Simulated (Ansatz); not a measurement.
# Molecular dynamics of ClH3OSn

input.yaml

```yaml
crystal:
  periodic: [false, false, false]
  atoms:
    - { symbol: Sn, position_ang: [0.01855, -0.095742, -0.085088] }
    - { symbol: Cl, position_ang: [-0.146702, 0.055049, 2.259364] }
    - { symbol: H, position_ang: [1.644979, 0.106788, -0.535774] }
    - { symbol: O, position_ang: [-0.907218, 1.474768, -0.845705] }
    - { symbol: H, position_ang: [-1.821165, 1.554581, -0.548277] }
    - { symbol: H, position_ang: [-0.771344, -1.547245, -0.521121] }
basis:
  gaussian: { orbitals: def2-SVP }
hamiltonian:
  xc: pbe0
  dispersion: d4
md:
  timestep: 1.0
  n_steps: 100
  ensemble: nve
  temperature: 300.0
  initial_velocities: maxwell_boltzmann
  seed: 313433
```

Command:

```bash
$ ansatz run input.yaml --threads 1 --pin off --max-ram 2048MiB --backend cpu --events-out ev --progress --plain --runs-dir out
```

It starts from a relaxed structure.

Output, in part (step lines, the closing report, with atoms numbered from 0):

```
md step     0: t =     0.00 fs  T =   300.0 K  F+E_penalty+E_count = -20439.25179778 eV  E_kin = 0.155112 eV  conserved = -20439.09668578 eV  (25 SCF iters)
[... lines left out ...]
Total energy: -20439.20652568 eV, -751.1269856269 hartree
Atom 0 at     0.011069    -0.089324    -0.078119 Å, force     0.362178    -0.620036    -0.138945 eV/Å
Atom 1 at    -0.131784     0.044866     2.247607 Å, force    -0.168840    -0.016798     0.331046 eV/Å
Atom 2 at     1.666217     0.116216    -0.393934 Å, force     0.029573     0.029854    -0.139205 eV/Å
Atom 3 at    -0.886604     1.454162    -0.864653 Å, force    -1.496898     0.491557     0.007085 eV/Å
Atom 4 at    -1.861932     1.479119    -0.697410 Å, force     1.239805    -0.036579    -0.201045 eV/Å
Atom 5 at    -0.722590    -1.551862    -0.620375 Å, force     0.034182     0.152002     0.141064 eV/Å
Dipole moment:    -0.147703    -0.275134    -0.319084 e Å
```

The steps, from the saved trajectory:

```csv
time (fs),T (K),potential energy less start (eV),conserved less start (meV/atom)
0,300,0.000,0.00
3,238,0.035,0.45
6,140,0.090,1.14
9,153,0.077,0.19
12,125,0.091,0.06
15,49,0.137,1.09
18,95,0.111,0.84
21,197,0.054,0.15
24,194,0.059,0.72
27,159,0.081,1.33
30,200,0.055,0.56
33,193,0.057,0.31
36,89,0.116,1.15
39,81,0.119,0.96
42,159,0.073,0.04
45,136,0.088,0.48
48,114,0.103,1.13
51,200,0.053,0.16
54,202,0.051,0.04
57,106,0.107,1.07
60,104,0.106,0.80
63,148,0.079,0.15
66,110,0.103,0.78
69,89,0.117,1.33
72,169,0.071,0.52
75,196,0.056,0.34
78,123,0.099,1.17
81,126,0.096,0.92
84,180,0.062,0.04
87,128,0.092,0.53
90,96,0.112,1.14
93,190,0.058,0.15
96,221,0.041,0.04
99,161,0.078,1.07
```

The run went to its last step. The conserved energy stayed within 1.4 meV per atom of its start (net change 0.47 meV per atom), so the integration is sound. Over the second half the temperature averaged 0.50 of the 300 K drawn at the start: a run that starts near a minimum puts about half its kinetic energy into the potential. A run of 0.1 ps of so small a system gives no equilibrium averages.

The same pairs are bonded in the first frame and the last. Pairs count as bonded within 1.25 times the sum of covalent radii (0.12 Å more for H–H).

Last frame:

```xyz
6
Properties=species:S:1:pos:R:3
Sn 0.011 -0.089 -0.078
Cl -0.132 0.045 2.248
H 1.666 0.116 -0.394
O -0.887 1.454 -0.865
H -1.862 1.479 -0.697
H -0.723 -1.552 -0.620
```

Time of the run: 5.5 min on 1 thread of Arm Neoverse V1, on a shared host, peak memory 0.14 GiB.
